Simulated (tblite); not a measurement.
Q: What does the GFN2-xTB structure of InChI=1S/C2H10SSi3/c1-2(3)6(4)5/h6H,1,4-5H3 look like in three dimensions?

A: 
Z-matrix in Å and degrees, rows numbered from 1:
```
C 
C   1  1.4856
S   2  1.6348  1  120.67
Si  2  1.8999  1  120.55  3  -179.94
Si  4  2.3281  2  106.61  1   117.18
Si  4  2.3285  2  106.95  1  -114.91
H   1  1.0905  2  109.51  3   122.69
H   1  1.0884  2  111.73  3     1.17
H   1  1.0908  2  109.52  3  -120.16
H   4  1.4830  2  102.47  1     1.07
H   5  1.4660  4  113.01  2   -70.34
H   5  1.4609  4  111.88  2    51.15
H   5  1.4658  4  109.12  2   170.65
H   6  1.4609  4  112.12  2   -44.14
H   6  1.4662  4  112.95  2    77.39
H   6  1.4655  4  109.11  2  -163.83
```

Si4 (SiH silicon) is distorted tetrahedral (angles from 102.5° to 118.7°). Si5 (SiH3 silicon) is distorted tetrahedral (angles from 107.1° to 113.0°).

Structure optimised with GFN2-xTB, isolated species.

Point group: near Cs, missed by 0.18 Å at most; the miss may be what the optimiser left on a soft mode. Its GFN2-xTB frequencies are all real (lowest 22 cm⁻¹). One conformer, not necessarily the lowest (C1–C2–Si4–Si5 117°). 3 starts were optimised and ended at 0.00, 0.52 and 1.08 kcal/mol (GFN2-xTB); the lowest of these is shown.

On Arm Neoverse V2, one thread, shared host, this took 1.3 s wall. This is the geometry optimisation.

The numbers are calculated, not measured.
